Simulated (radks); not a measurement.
Values are calculated unless marked as measured or tabulated.
Effect of the nuclear size on neutral caesium, [Xe] 6s1. Level of theory: Dirac Kohn-Sham, exchange-only LDA, spin-unpolarised, spherical densities, finite nucleus; Fermi nuclear charge, rms radius 4.8041 fm (a radial shooting solver on a logarithmic mesh with Libxc functionals). The rms radius is varied about that value; shifts are against it.

\begin{tabular}{lrrrrrrr}
rms radius (fm) & total energy shift (eV) & density at nucleus (e/bohr^3) & 1s1/2 shift (meV) & 2s1/2 shift (meV) & 4p1/2 shift (meV) & 5s1/2 shift (meV) & 5p1/2 shift (meV) \\ \hline
4.0499 & -2.16 & 3.045e+05 & -901 & -107 & 0.374 & -0.639 & 0.114 \\
4.5783 & -0.678 & 2.977e+05 & -283 & -33.7 & 0.117 & -0.201 & 0.036 \\
4.8041 & 0 & 2.95e+05 & 0.000 & 0.000 & 0.000 & 0.000 & 0.000 \\
5.0635 & 0.811 & 2.921e+05 & 339 & 40.3 & -0.141 & 0.240 & -0.043 \\
5.9187 & 3.73 & 2.838e+05 & 1560 & 185 & -0.646 & 1.10 & -0.196 \\
\end{tabular}

Slopes of the eigenvalues against <r^2> in GHz/fm^2, as finite differences over the two radii next to the reference (eigenvalue slopes, not the field-shift constants of lines): 1s1/2 32100, 2s1/2 3830, 4p1/2 -13.3, 5s1/2 22.8, 5p1/2 -4.05.
